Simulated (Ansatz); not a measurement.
Gas-phase electronic energies from Ansatz, PBE0-D4/def2-TZVP geometries. CBS: MP2 limit from def2 TZ/QZ plus the TZ coupled-cluster correction, frozen cores. DFT in def2-TZVPP. For Ga outer-core shells are correlated without core-valence functions, which leaves a few kJ/mol of doubt a bond. Scalar relativity is left out up to krypton. One conformer a species, not always the lowest.

`N[Si](N)(N)N` + `C[O][Ga]([OH])[Cl]` → `N[Si](N)(N)O` + `C[O][Ga]([NH2])[Cl]`  (redistribution)

```csv
level,ΔE (kcal/mol)
PBE-D4,-9.3
SCS-MP2/def2-TZVPP,-10.1
```

(1) What does CCSD(T)/CBS give? (Best estimate.)

Largest T1 diagnostic among the species: 0.013.

Results:

(1) Computed: -10.8 kcal/mol. The listed levels differ from it by 1.5, 0.7 kcal/mol.

In def2-TZVPP, CCSD(T) changes the Hartree–Fock value by +1.0 kcal/mol (the triples alone add +0.3 kcal/mol) and MP2 by +1.0 kcal/mol. From PBE to PBE0 (25 % exact exchange), in def2-TZVPP and without D4, ΔE moves by −0.9 kcal/mol.
